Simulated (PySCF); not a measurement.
Below is a simulated gas-phase C 1s photoelectron spectrum of `[GeH3][SiH2]C1CCC1`.

Every computed line was given a Gaussian of 0.4 eV full width at half maximum and an area set by the number of equivalent atoms; the highest printed point is 100. Computed, not measured: delta-SCF UKS SCAN, pcX-2 on the ionised atom, pcseg-1 elsewhere, spin-free X2C in PySCF 2.14.0.

binding energy (eV), intensity and a bar:
```
    289.4          0 
    289.5          1 
    289.6          3 #
    289.7          9 ###
    289.8         20 ######
    289.9         31 #########
    290.0         37 ###########
    290.1         40 ############
    290.2         52 ################
    290.3         79 ########################
    290.4        100 ##############################
    290.5         94 ############################
    290.6         63 ###################
    290.7         30 #########
    290.8         10 ###
    290.9          2 #
    291.0          0
```

**Question.** Count the maxima, the lines and the sites behind this envelope.

**Answer.** The curve has 1 maximum (at 290.4 eV). Under it lie 3 lines from 3 inequivalent carbon sites. At this width some lines have no maximum of their own.

**Question.** Decompose the envelope and assign each component. Numbering: `[GeH3:1][SiH2:2][CH:3]1[CH2:4][CH2:5][CH2:6]1`.

**Answer.** 
```
position (eV)  relative area  line  atoms                  environment
       289.98              1  C 1s     C3  sp3 carbon bound to silicon
       290.43              1  C 1s     C5    four-membered-ring carbon
       290.44              2  C 1s  C4/C6    four-membered-ring carbon
```

The listed C 1s values span 0.46 eV, from C3 (bonded to 2 C, H and Si) to C4/C6 (bonded to 2 C and 2 H). Summing the Pauling electronegativity differences to the bonded atoms, each weighted by its formal bond order, gives -1.00 for the lowest site and -0.70 for the highest; no listed site has a larger sum than the highest. The values 290.43 and 290.44 eV lie too close for their order to be trusted.

Shake-up satellites, vibrational structure and lifetime widths aren't simulated. The first atom of each set that the bonding makes equivalent was ionised and stands for the set. Geometry: PBE0-D3(BJ)/def2-SVP, one conformer, isolated molecule.

The values belong to the conformer `[GeH3:1][SiH2:2][CH:3]1[CH2:4][CH2:5][CH2:6]1`: Ge1–Si2–C3–C4 -51°.
